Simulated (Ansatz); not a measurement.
A search over several starts for the lowest SCF solution of PbSe2 at the given spin, in a small basis.

```yaml
crystal:
  periodic: [false, false, false]
  atoms:
    - {symbol: Pb, position_ang: [-1.470071, 0.373444, 0.302783]}
    - {symbol: Se, position_ang: [1.082122, 0.329995, 0.896543]}
    - {symbol: Se, position_ang: [0.387949, -0.703439, -1.199326]}
basis:
  gaussian: {orbitals: def2-SVP}
magnetization: {spin_polarized: true, initial_magnetization: 0}
hamiltonian: {xc: pbe0, dispersion: d4}
output: {orbitals: {seedname: orbitals}}
```

```sh
$ ansatz run in.yaml --threads 4 --pin off --events-out ev --progress --plain --max-ram 3916MiB
```

It prints (some lines left out):

```
Functional definition: PBE0
961 factors; integrals over basis functions are off by at most 8.2e-4 eV
mean field evaluation 1: about -135917.0163 eV, gradient 1.1e1 eV
mean field evaluation 2: about -135912.6407 eV, gradient 2.7e1 eV
mean field evaluation 4: about -135918.2411 eV, gradient 3.2e-1 eV
mean field evaluation 8: about -135918.2510 eV, gradient 5.2e-2 eV
mean field evaluation 16: about -135918.2510 eV, gradient 4.5e-5 eV
mean field -135918.25098621 eV, -4994.9035950437 hartree, gradient 4.5e-5 eV, S^2 0.000000; 2 other end points of the search recorded, 0 dependent functions left out
reference -135918.25100695 eV, -4994.9035958061 hartree; 45, 45 occupied and 45, 45 virtual orbitals, 961 factors
Total energy: -135918.36771859 eV, -4994.9078848796 hartree
```

Hardware: 4 threads of AMD EPYC 7B13 on a shared host. Wall time 2.3 s.

In the def2 sets Pb takes a core potential; there is no spin–orbit coupling. The structure comes from a short search, and lower isomers may exist.
